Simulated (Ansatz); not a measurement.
Relative stability

The two ends of one reaction step of SiNH6Br, singlet (PBE0-D4/def2-TZVP).

A:

```tsv
atom	x (Å)	y (Å)	z (Å)
Si1	-0.3250	-0.3598	0.0107
Br2	1.4324	2.2669	-2.8488
H3	0.1776	-1.4371	-0.8763
H4	-1.6117	0.1914	-0.4802
N5	-0.5665	-1.0065	1.5787
H6	1.1483	1.6486	-1.5904
H7	0.6757	0.7597	-0.0711
H8	-1.0714	-0.4801	2.2728
H9	0.1406	-1.5832	2.0044
```

B:

| atom | x (Å) | y (Å) | z (Å) |
| --- | --- | --- | --- |
| Si1 | -0.8030 | -0.6725 | -0.8625 |
| Br2 | 0.2944 | 0.8380 | -2.1079 |
| H3 | -0.4321 | -1.9895 | -1.4208 |
| H4 | -2.2363 | -0.3501 | -1.0219 |
| N5 | -0.4222 | -0.6568 | 0.7955 |
| H6 | 1.7644 | 1.7551 | 0.7506 |
| H7 | 2.1048 | 1.9756 | 1.3782 |
| H8 | -0.7411 | 0.1010 | 1.3783 |
| H9 | 0.4713 | -1.0008 | 1.1103 |

Computed with Ansatz 0.2.0 (basis: def2-TZVPP); correlated methods freeze the cores. Filled d shells of the heavier atoms are correlated. The def2 sets are not built for correlating such inner shells, so the correlated values are less sure here. B3LYP uses VWN-RPA correlation.

**Question.** Which structure is lower at CCSD(T), and by how much? (To be estimated.)

**Answer.** By the calculation: B, by 19.75 kcal/mol (electronic energy, against the other). By their contacts, A is a complex of SiNH₅ ([NH2][SiH3]) + HBr and B is a complex of SiNH₄Br ([NH2][SiH2][Br]) + H₂.

All methods give the same order:

```tsv
method	E(B) − E(A) (kcal/mol)
SPW92	-18.49
PBE-D4	-20.60
BLYP-D4	-20.07
r2SCAN-D4	-21.81
B97M-V	-19.46
PBE0-D4	-20.79
B3LYP-D4	-20.16
r2SCAN0-D4	-21.74
BHLYP-D4	-20.50
CAM-B3LYP-D4	-19.25
wB97X-V	-20.65
wB97M-V	-21.31
B2PLYP	-20.06
PBE-QIDH	-21.25
RPA on PBE	-18.82
HF	-19.33
MP2	-22.10
CCSD	-19.20
CCSD(T)	-19.75
```

T1 diagnostic: at most 0.009.

Labels in which every atom is bracketed show which atoms are joined, not bond orders.

For scale, one of the runs: CCSD(T)/def2-TZVPP, 205 basis functions, launched by `ansatz run in.yaml --threads 4 --pin off --events-out ev --progress --plain --max-ram 9574MiB`. Hardware: 4 CPU threads of an Arm Neoverse V2, shared host. Wall time 55 s; peak host memory 2.6 GiB.
